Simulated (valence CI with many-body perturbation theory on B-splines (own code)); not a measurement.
**Level structure of Sn17+**

Calculated by relativistic CI+MBPT: five valence electrons over a frozen Dirac-Fock core [Ar] 3d10, a basis of 11 s, 11 p, 10 d, 8 f, 5 g, 2 h functions for each j, with the one-electron correlation potential Σ1 (screened to all orders), the two-electron term Σ2, the three-electron term Σ3, Breit, model QED; selected single and double excitations, second order for the rest, scaled by the run's own slope (own B-spline code, finite nucleus).

No measured spectrum was set against this ion. As an estimate, levels hold to about 250 cm⁻¹ or 0.2 % of their energy and the worst to 1 %, as in measured heavy ions of charge 2 to 7; those with d or f electrons hold less well. Among the levels kept, up to 2100 cm⁻¹ of a level comes from second order outside the variational space, and about a tenth of that is noise between levels of different J, which matters for small intervals.

Levels 136 to 168 of 168, with energies above the lowest level, 4s2 4p3 4S°_3/2. "Leading %" is the weight of the configuration and term that name the level; weights of strongly mixed levels are sums over their largest components and can fall short. In the jj column 3d3/2^4 stands for four electrons in 3d with j = 3/2.

```csv
No.,Configuration,Term,J,E (cm⁻¹),Leading %,Leading jj,g
136,4s2 4p2 4f,2G°,7/2,1340700,33,4s^2 4p1/2 4p3/2 4f5/2 (62 %),1.027
137,4s2 4p 4d2,4G°,11/2,1340900,40,4s^2 4p3/2 4d5/2^2 (63 %),1.166
138,4s2 4p2 4f,2G°,9/2,1342800,44,4s^2 4p1/2 4p3/2 4f7/2 (69 %),1.181
139,4s2 4p2 4f,2F°,5/2,1343200,34,4s^2 4p1/2 4p3/2 4f5/2 (60 %),0.894
140,4s2 4p2 4f,4D°,1/2,1347200,46,4s^2 4p1/2 4p3/2 4f5/2 (39 %),0.115
141,4s2 4p 4d2,4F°,5/2,1349000,49,4s^2 4p1/2 4p3/2 4f5/2 (22 %),1.105
142,4s2 4p2 4f,4D°,3/2,1349900,35,4s^2 4p3/2 4d3/2^2 (25 %),1.018
143,4s2 4p 4d2,4F°,7/2,1351300,34,4s^2 4p3/2 4d3/2^2 (24 %),1.194
144,4s2 4p2 4f,4F°,3/2,1356500,57,4s^2 4p1/2 4p3/2 4f5/2 (51 %),0.631
145,4s2 4p 4d2,2D°,5/2,1358300,22,4s^2 4p3/2 4d3/2 4d5/2 (34 %),1.159
146,4s2 4p2 4f,2D°,5/2,1363700,29,4s^2 4p1/2 4p3/2 4f7/2 (38 %),1.099
147,4s2 4p2 4f,2G°,9/2,1366400,35,4s^2 4p1/2 4p3/2 4f5/2 (29 %),1.090
148,4s2 4p 4d2,2F°,7/2,1370700,34,4s^2 4p3/2 4d3/2 4d5/2 (44 %),1.159
149,4s2 4p 4d2,4F°,9/2,1374600,43,4s^2 4p3/2 4d3/2 4d5/2 (59 %),1.243
150,4s2 4p 4d2,4P°,5/2,1376900,26,4s^2 4p3/2 4d3/2 4d5/2 (43 %),1.188
151,4s2 4p 4d2,4D°,7/2,1377300,58,4s^2 4p3/2 4d5/2^2 (43 %),1.311
152,4s2 4p 4d2,2P°,1/2,1385400,78,4s^2 4p1/2 4d5/2^2 (54 %),0.693
153,4s2 4p 4d2,4P°,5/2,1386100,37,4s^2 4p3/2 4d5/2^2 (30 %),1.249
154,4s2 4p2 4f,4G°,11/2,1390100,54,4s^2 4p3/2 4d3/2 4d5/2 (40 %),1.221
155,4s2 4p 4d2,2P°,3/2,1390800,39,4s^2 4p3/2 4d3/2 4d5/2 (32 %),1.144
156,4s2 4p 4d2,2G°,7/2,1391700,41,4s^2 4p3/2 4d3/2 4d5/2 (22 %),1.062
157,4s2 4p 4d2,2S°,1/2,1395400,54,4s^2 4p3/2 4d3/2 4d5/2 (61 %),2.059
158,4s2 4p2 4f,4F°,5/2,1403500,20,4s^2 4p3/2^2 4f5/2 (34 %),1.083
159,4s2 4p 4d2,2G°,9/2,1404100,30,4s^2 4p3/2 4d5/2^2 (37 %),1.088
160,4s2 4p2 4f,2G°,7/2,1407900,18,4s^2 4p3/2^2 4f5/2 (38 %),1.131
161,4s2 4p 4d2,4D°,7/2,1409900,39,4s^2 4p3/2 4d5/2^2 (31 %),1.217
162,4s2 4p2 4f,2P°,3/2,1411700,26,4s^2 4p1/2 4p3/2 4f7/2 (41 %),0.984
163,4s2 4p2 4f,2P°,1/2,1417900,39,4s^2 4p1/2 4p3/2 4f5/2 (31 %),0.436
164,4s2 4p 4d2,4D°,5/2,1419300,28,4s^2 4p3/2 4d3/2 4d5/2 (26 %),1.209
165,4s2 4p2 4f,4F°,9/2,1421000,37,4s^2 4p3/2^2 4f7/2 (70 %),1.200
166,4s2 4p 4d2,2F°,7/2,1423300,22,4s^2 4p3/2^2 4f7/2 (36 %),1.191
167,4s2 4p 4d2,4S°,3/2,1424500,39,4s^2 4p3/2 4d3/2 4d5/2 (28 %),1.571
168,4s2 4p 4d2,4S°,3/2,1427400,22,4s^2 4p3/2 4d3/2^2 (35 %),1.279
```

Names give the largest LS component (configuration and term), which can be under half, so a name can repeat, a term be missing and a line seem to break the LS rules; names also repeat where a configuration has a term twice.

Where two levels of one J and parity lie close, their mixing, g and order are uncertain.
